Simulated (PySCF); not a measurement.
From computed data to an observable: dipole moment from atomic charges

Ge(H)3(vinyl) (C2H6Ge), SMILES [GeH3][CH]=C. Atoms are numbered in the order given.

```xyz
9

Ge     0.0379    -0.7132     0.0000
C     -0.5470     1.1358     0.0000
C      0.2971     2.1761     0.0000
H     -0.4919    -1.4471    -1.2435
H      1.5736    -0.7422     0.0000
H     -0.4919    -1.4471     1.2435
H     -1.6279     1.3344     0.0000
H     -0.0615     3.2130     0.0000
H      1.3857     2.0410     0.0000
```

The structure is a stationary point at r2SCAN-D4/def2-SVP.

Charges (e) from PBE0/def2-TZVPD (PySCF):

| atom | ESP fit | IAO |
|---|---|---|
| Ge1 | 0.166 | 0.486 |
| C2 | -0.128 | -0.386 |
| C3 | -0.438 | -0.286 |
| H4 | -0.044 | -0.090 |
| H5 | -0.033 | -0.089 |
| H6 | -0.044 | -0.090 |
| H7 | 0.140 | 0.154 |
| H8 | 0.181 | 0.153 |
| H9 | 0.200 | 0.147 |

The dipole moment of the full density is 0.57 D.

### Question
What dipole moment does each set of point charges give, and which comes closer to that of the density?

### Answer

μ = Σ q r, and 1 e Å = 4.8032 D.
ESP fit: Σ q r = (-0.024, 0.112, 0.000) e Å, |μ| = 0.55 D.
IAO: Σ q r = (0.037, -0.084, 0.000) e Å, |μ| = 0.44 D.
ESP fit comes closer in size. Point charges leave out the atoms' own dipoles (lone pairs, polarised bonds); fits to the potential absorb them, partitions of the density don't.
